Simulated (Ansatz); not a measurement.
A calculation with Ansatz (development build ahead of 0.2.0).

```yaml
crystal:
  periodic: [false, false, false]
  atoms:
    - { symbol: Cu, position_ang: [0.0, 0.0, 0.0] }
    - { symbol: O, position_ang: [0.0, 0.0, 3.096] }
basis:
  gaussian: { orbitals: def2-SVP }
magnetization:
  spin_polarized: true
  initial_magnetization: 1
hamiltonian:
  xc: hf
output:
  forces: true
```

The input is written out in the form of the current development build from the run's settings.

The run gave:

```json
{"Converged": "yes", "Total energy": "-1713.40916 hartree", "Spin squared of the determinant": "1.717", "Stability test": "minimum"}
```

Forces (eV/Å):
```
atom     Fx     Fy      Fz
 Cu1  0.000  0.000   0.036
  O2  0.000  0.000  -0.036
```

Caution: the unrestricted determinant is a mixture of spin states.
